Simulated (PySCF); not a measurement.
FH2NO2W, SMILES [F][W]([NH2])(=[O])=[O], multiplicity 1. Heavy atoms are numbered as in [W:1](=[O:2])(=[O:3])([F:4])[NH2:5]. Hydrogens are named by the atom that carries them.

Coordinates come from a PBE0-D3(BJ)/def2-SVP optimisation. The spin state was assumed, not searched. The structure was generated by enumeration; whether it is a known compound was not checked. The def2 effective core potentials stand for the cores of W; spin–orbit coupling is left out. Other conformers were not sampled.

These are M06-2X/def2-TZVP in PySCF values and carry that method's errors.

ESP charges are fitted to the potential on shells at 1.4 to 2.0 van der Waals radii. Atomic charges (e), one atom of each kind:

```csv
atom,ESP fit,Mulliken
W1,1.68,1.61
O2,-0.54,-0.49
F4,-0.37,(withheld)
N5 (NH2),-1.12,(withheld)
H on N5,0.45,(withheld)
```

Task: Some entries are withheld; supply them. (Estimate from the structure and the level; the computed values follow.)

Result: 
- F4, Mulliken: -0.42
- N5 (NH2), Mulliken: -0.79
- H on N5, Mulliken: 0.29
